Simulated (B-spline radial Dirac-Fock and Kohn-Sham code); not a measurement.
Li 1s: cross section and angular parameters

System: atomic lithium, [He] 2s1; threshold 59.42 eV (orbital energy of the model). Method: Dirac-Hartree-Slater photoionisation with a Latter tail; cross sections with all multipoles, angular parameters from the dipole term and its interference with E2. Computed with a radial atomic solver.

For linearly polarised light dσ/dΩ = σ/(4π) [1 + β P₂(cos θ) + (δ + γ cos²θ) sin θ cos φ], with θ from the polarisation vector and φ the angle between the beam and the projection of the electron momentum on the plane normal to the polarisation.

| hν (eV) | σ (kb) | β | γ |
| --- | --- | --- | --- |
| 100 | 1600 | 2.000 | 0.088 |
| 101 | 1570 | 2.000 | 0.090 |
| 110 | 1280 | 2.000 | 0.104 |
| 118 | 1080 | 2.000 | 0.116 |
| 119 | 1060 | 2.000 | 0.118 |
| 120 | 1040 | 2.000 | 0.119 |
| 148 | 605 | 2.000 | 0.161 |
| 150 | 584 | 2.000 | 0.164 |
| 239 | 170 | 2.000 | 0.262 |
| 280 | 110 | 2.000 | 0.298 |
| 329 | 69.9 | 2.000 | 0.336 |
| 400 | 40.0 | 2.000 | 0.386 |
| 600 | 12.3 | 2.000 | 0.502 |
| 1000 | 2.65 | 2.000 | 0.688 |
| 1080 | 2.09 | 2.000 | 0.720 |
| 1160 | 1.68 | 2.000 | 0.751 |
| 1180 | 1.59 | 2.000 | 0.758 |
| 3690 | 0.0420 | 2.000 | 1.416 |
| 4350 | 0.0245 | 2.000 | 1.542 |
| 5330 | 0.0125 | 2.000 | 1.713 |
| 6000 | 0.00847 | 2.000 | 1.820 |
| 6150 | 0.00781 | 2.000 | 1.843 |
| 6510 | 0.00646 | 2.000 | 1.898 |
| 8920 | 0.00226 | 2.000 | 2.226 |
| 9500 | ? | ? | ? |
| 12000 | 0.000838 | 2.000 | 2.585 |
| 14000 | 0.000499 | 2.000 | 2.792 |

Task: Give the values at 9500 eV.

Result: σ = 0.00183 kb, β = 2.000, γ = 2.298. For an s subshell δ is negligible.
